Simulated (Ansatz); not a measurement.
Calculated with Ansatz (gas phase, PBE0-D4/def2-TZVP geometries, no zero-point term in ΔE). CCSD(T)/CBS is the MP2 limit (def2-TZVPP, def2-QZVPP) plus CCSD(T) − MP2 in def2-TZVPP, frozen cores. This one scheme is used for every species. Functionals use def2-TZVPP. Each species was taken in one conformer, which may not be the lowest.

Reaction (ligand exchange at the Si–F bond): `F[SiH2]S[SiH3]` + HCl → `[SiH3]S[SiH2]Cl` + H–F

CCSD(T)/CBS gives +35.4 kJ/mol.

Question: Another level gave +40.1 kJ/mol. Which?
A. PBE0/def2-TZVPP
B. CCSD(T)/def2-TZVPP
C. PBE0-D4/def2-TZVPP
D. HF/def2-TZVPP

Answer: B. CCSD(T)/def2-TZVPP 40.1, PBE0 34.4, PBE0-D4 30.0, HF/def2-TZVPP 53.3 kJ/mol.

Largest T1 diagnostic among the species: 0.012.

The D4 term adds −8.2 kJ/mol with B3LYP and −4.4 kJ/mol with PBE0; it sums over pairs of atoms, weighted by their polarisabilities, and B3LYP, whose exchange is more repulsive, gets the larger term. In def2-TZVPP, CCSD(T) changes the Hartree–Fock value by −13.2 kJ/mol (the triples alone add −2.7 kJ/mol) and MP2 by −19.5 kJ/mol.

B3LYP here is the variant with VWN-RPA as its local correlation; programs differ in this.
